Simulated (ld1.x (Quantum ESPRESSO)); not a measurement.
Ranking TM potentials for Ti

All share these settings but for the change named:

ld1.x (Quantum ESPRESSO) 7.5 input, shortened:

```
&input
   title='Ti', zed=22., rel=1, dft='PBE', iswitch=3,
   config='[Ar] 3d2 4s2 4p0'
 /
 &inputp
   pseudotype=2, tm=.true., lloc=0,
   nlcc=.false.
 /
3
4P  2  1   0.00   0.00  2.90  2.90  0.0
3D  3  2   2.00   0.00  2.55  2.55  0.0
4S  1  0   2.00   0.00  2.25  2.25  0.0
 &test
   configts(1)='3d2 4s2 4p0'
 /
```

Cutoff: the first of the cutoffs (Ry, on a coarse ladder) from which the occupation-weighted sum of valence levels, in a spherical-Bessel basis at the reference potential, stays within 10 and 1 mRy of its value at 400 Ry; the density cutoff is not measured.

The base gives 35 Ry.

Of 7 variants that were run, those that failed, showed a ghost or another fault, or gave nearly equal values are left out.

A variant can come out equal or close to the base.

Question: Rank these variants from softest to hardest (loose cutoff).
A. wave 4p (bound): rc 2.90 bohr becomes 4p (bound): rc 2.82 bohr
B. wave 3d (bound): rc 2.55 bohr becomes 3d (bound): rc 3.38 bohr
C. core [Ne] 3s2, valence charge 10; reference 3p6 3d2 4s1 4p0; waves now 3p (bound): rc 1.55 bohr; 3d (bound): rc 2.05 bohr; 4s (bound): rc 2.65 bohr
D. reference 3d2 4s1 4p0

Answer: B (25 Ry), A (35 Ry), D (40 Ry), C (50 Ry).
